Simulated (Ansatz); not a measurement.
`CO[SiH2]C` → `[CH2]` (triplet) + `C[SiH2]O` at 298.15 K and 1 bar (formal loss of a carbene).

Computed with Ansatz on PBE0-D4/def2-TZVP structures; ΔE is electronic, products minus reactants. CCSD(T)/CBS adds triple-zeta CCSD(T) − MP2 to the extrapolated MP2 energy (def2 sets, frozen cores). This one scheme is used for every species. Triplets are unrestricted, without spin–orbit coupling. One conformer a species, not always the lowest.

| species | CCSD(T)/CBS energy (Eh) | H − E (kJ/mol) | S (J/(mol·K)) |
| --- | --- | --- | --- |
| `CO[SiH2]C` | -445.20896 | 272.6 | 336.3 |
| `[CH2]` (triplet) | -39.09499 | 55.4 | 195.3 |
| `C[SiH2]O` | -405.96945 | 193.7 | 296.5 |

H − E and S are ideal-gas, rigid-rotor, harmonic terms from PBE0-D4/def2-TZVP, for one conformer and one mirror image of each species, with the whole ground term of open shells counted as degenerate. 1 Eh = 2625.50 kJ/mol, R = 8.31446 J/(mol·K).

Problem. By hand: ΔE, ΔH, ΔS and ΔG.

Solution. ΔE = (-39.09499) + (-405.96945) − (-445.20896) = 0.14452 Eh = 379.4 kJ/mol. Δ(H − E) = 55.4 + 193.7 − 272.6 = -23.5, so ΔH = 355.9 kJ/mol. ΔS = 195.3 + 296.5 − 336.3 = 155.5 J/(mol·K). ΔG = 355.9 − 298.15 × (155.5)/1000 = 309.5 kJ/mol.

Problem. By hand: the equilibrium constant, and the temperature at which ΔG would vanish if ΔH and ΔS stayed fixed.

Solution. log₁₀ K = −ΔG/(RT ln 10) = -54.2. ΔG = 0 at ΔH/ΔS = 2289 K.

The number of gas molecules changes by +1, which sets the sign of ΔS. A doubt of 5 kJ/mol in ΔE shifts log₁₀ K by 0.9 here. Other conformers and mirror images would add mixing entropy, several J/(mol·K) or more a flexible species. A triplet takes part, so the spin changes. These are equilibria of isolated gas molecules and say nothing of rates. Largest T1 diagnostic: 0.011 (customary marks: 0.02 for closed shells, 0.045 for open ones).
